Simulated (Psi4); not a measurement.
CHCl$_{3}$, charge +1, doublet, geometry from GFN2-xTB (a state made from the parent by changing its charge; the spin is typed, not shown lowest); B3LYP/def2-QZVPP run with Psi4 1.11.

Input for Psi4:
```
memory 2 GB

molecule {
1 2
Cl   -0.79809750    1.51930940   -0.07372434
C     0.00488595    0.00306855    0.36216780
Cl   -0.91853468   -1.45078845   -0.04693467
Cl    1.71373432   -0.07034090   -0.09414240
H     0.01994780    0.01252794    1.47861697
}

set {
  basis def2-qzvpp
  reference uks
}

energy('b3lyp')
print_variables()
```

Problem. What does Psi4 print? Leave out banner, timings and long lists.

Solution. 
```
   => Loading Basis Set <=

    Name: DEF2-QZVPP
    Role: ORBITAL
    Keyword: BASIS

         ---------------------------------------------------------
                                   SCF
               by Justin Turney, Rob Parrish, Andy Simmonett
                          and Daniel G. A. Smith
                              UKS Reference
         ---------------------------------------------------------

  ==> Geometry <==

    Molecular point group: c1
    Full point group: C1

    Geometry (in Angstrom), charge = 1, multiplicity = 2:

       Center              X                  Y                   Z               Mass
    ------------   -----------------  -----------------  -----------------  -----------------
         CL          -0.797905839350     1.519429766927    -0.059517777382    34.968852682000
         C            0.005077610650     0.003188916927     0.376374362618    12.000000000000
         CL          -0.918343019350    -1.450668083073    -0.032728107382    34.968852682000
         CL           1.713925980650    -0.070220533073    -0.079935837382    34.968852682000
         H            0.020139460650     0.012648306927     1.492823532618     1.007825032230

  Running in c1 symmetry.

  Rotational constants: A =      0.10616  B =      0.10616  C =      0.05455 [cm^-1]
  Rotational constants: A =   3182.54336  B =   3182.54334  C =   1635.48101 [MHz]
  Nuclear repulsion =  260.323134104927135

  Charge       = 1
  Multiplicity = 2
  Electrons    = 57
  Nalpha       = 29
  Nbeta        = 28

  ==> Algorithm <==

  SCF Algorithm Type is DF.
  DIIS enabled.
  MOM disabled.
  Fractional occupation disabled.
  Guess Type is SAD.
  Energy threshold   = 1.00e-06
  Density threshold  = 1.00e-06
  Integral threshold = 1.00e-12

  ==> Primary Basis <==

  Basis Set: DEF2-QZVPP
    Blend: DEF2-QZVPP
    Number of shells: 93
    Number of basis functions: 297
    Number of Cartesian functions: 365
    Spherical Harmonics?: true
    Max angular momentum: 4

  ==> DFT Potential <==

   => LibXC <=

    Version 7.1.2
    S. Lehtola, C. Steigemann, M. J. T. Oliveira, and M. A. L. Marques,  SoftwareX 7, 1–5 (2018) (10.1016/j.softx.2017.11.002)

   => Composite Functional: B3LYP <=

    B3LYP Hyb-GGA Exchange-Correlation Functional

    P. J. Stephens, F. J. Devlin, C. F. Chabalowski, and M. J. Frisch,  J. Phys. Chem. 98, 11623 (1994) (10.1021/j100096a001)

    Deriv               =              1
    GGA                 =           TRUE
    Meta                =          FALSE

    Exchange Hybrid     =           TRUE
    MP2 Hybrid          =          FALSE

   => Exchange Functionals <=

    0.0800   Slater exchange
    0.7200         Becke 88

   => Exact (HF) Exchange <=

    0.2000               HF

   => Correlation Functionals <=

    0.1900   Vosko, Wilk & Nusair (VWN5_RPA)
    0.8100   Lee, Yang & Parr

   => LibXC Density Thresholds  <==

    XC_HYB_GGA_XC_B3LYP:  1.00E-15

   => Molecular Quadrature <=

    Radial Scheme          =       TREUTLER
    Pruning Scheme         =           NONE
    Nuclear Scheme         =       TREUTLER

    Blocking Scheme        =         OCTREE
    BS radius alpha        =              1
    Pruning alpha          =              1
    Radial Points          =             75
    Spherical Points       =            302
    Total Points           =         106783
    Total Blocks           =            883
    Max Points             =            256
    Max Functions          =            273
    Weights Tolerance      =       1.00E-15

   => Loading Basis Set <=

    Name: (DEF2-QZVPP AUX)
    Role: JKFIT
    Keyword: DF_BASIS_SCF

  ==> Integral Setup <==

  SCF_SUBTYPE=INCORE selected. In-core MEM_DF algorithm will be used.
  Using in-core AOs.

  ==> MemDFJK: Density-Fitted J/K Matrices <==

    J tasked:                   Yes
    K tasked:                   Yes
    wK tasked:                   No
    Algorithm:                 Core
    Schwarz Cutoff:           1E-12
[...]
  Reciprocal condition number of the overlap matrix is 2.0993631708E-05.
    Using symmetric orthogonalization.

  ==> Pre-Iterations <==

  SCF Guess: Superposition of Atomic Densities via on-the-fly atomic UHF (no occupation information).

   -------------------------
    Irrep   Nso     Nmo
   -------------------------
     A        297     297
   -------------------------
    Total     297     297
   -------------------------

  ==> Iterations <==

                           Total Energy        Delta E     RMS |[F,P]|

   @DF-UKS iter SAD: -1419.38107991355878   -1.41938e+03   0.00000e+00
   @DF-UKS iter   1: -1418.98787371697131    3.93206e-01   1.41246e-03 DIIS/ADIIS
   @DF-UKS iter   2: -1418.95642433022977    3.14494e-02   1.31944e-03 DIIS/ADIIS
   @DF-UKS iter   3: -1419.01109119877515   -5.46669e-02   6.90513e-04 DIIS/ADIIS
   @DF-UKS iter   4: -1419.02851974511486   -1.74285e-02   3.64741e-05 DIIS
   @DF-UKS iter   5: -1419.02856174452381   -4.19994e-05   1.91283e-05 DIIS
   @DF-UKS iter   6: -1419.02857436312138   -1.26186e-05   3.59738e-06 DIIS
   @DF-UKS iter   7: -1419.02857492316366   -5.60042e-07   1.03714e-06 DIIS
   @DF-UKS iter   8: -1419.02857496889101   -4.57273e-08   3.87783e-07 DIIS
  Energy and wave function converged.

  ==> Post-Iterations <==

   Electrons on quadrature grid:
      Nalpha   =   28.9999981498 ; deviation = -1.850e-06
      Nbeta    =   27.9999980061 ; deviation = -1.994e-06
      Ntotal   =   56.9999961559 ; deviation = -3.844e-06

   @Spin Contamination Metric:   4.296042211E-03
   @S^2 Expected:                7.500000000E-01
   @S^2 Observed:                7.542960422E-01
   @S   Expected:                5.000000000E-01
   @S   Observed:                5.000000000E-01

    Orbital Energies [Eh]
    ---------------------

    Alpha Occupied:

[...]
    Alpha Virtual:

[...]
     297A    525.626954

    Beta Occupied:

[...]
      28A     -0.547550

    Beta Virtual:

[...]
    Final Occupation by Irrep:
              A
    DOCC [    28 ]
    SOCC [     1 ]
    NA   [    29 ]
    NB   [    28 ]

  @DF-UKS Final Energy: -1419.02857496889101

   => Energetics <=

    Nuclear Repulsion Energy =            260.3231341049271350
    One-Electron Energy =               -2462.1799275077223683
    Two-Electron Energy =                 855.4671332100924701
    DFT Exchange-Correlation Energy =     -72.6389147761883009
    Empirical Dispersion Energy =           0.0000000000000000
    VV10 Nonlocal Energy =                  0.0000000000000000
    Total Energy =                      -1419.0285749688910073

  UHF NO Occupations:
  HONO-2 :   27  A 1.9992474
  HONO-1 :   28  A 1.9992473
  HONO-0 :   29  A 1.0000000
  LUNO+0 :   30  A 0.0007527
  LUNO+1 :   31  A 0.0007526
  LUNO+2 :   32  A 0.0001728
  LUNO+3 :   33  A 0.0001728

Computation Completed

Properties will be evaluated at   0.000000,   0.000000,   0.000000 [a0]

Properties computed using the SCF density matrix

 Multipole Moments:

 ------------------------------------------------------------------------------------
     Multipole            Electronic (a.u.)      Nuclear  (a.u.)        Total (a.u.)
 ------------------------------------------------------------------------------------

 L = 1.  Multiply by 2.5417464519 to convert [e a0] to [Debye]
 Dipole X            :         -0.0151870            0.0210066            0.0058196
 Dipole Y            :         -0.0095268            0.0131929            0.0036661
 Dipole Z            :         -1.1693906            1.5570973            0.3877068
 Magnitude           :                                                    0.3877678

 ------------------------------------------------------------------------------------

  Variable Map:
  ----------------------------------------------------------------------------
[...]
  Array Variable Map:
  ----------------------------------------------------------------------------
[...]
[...]
```
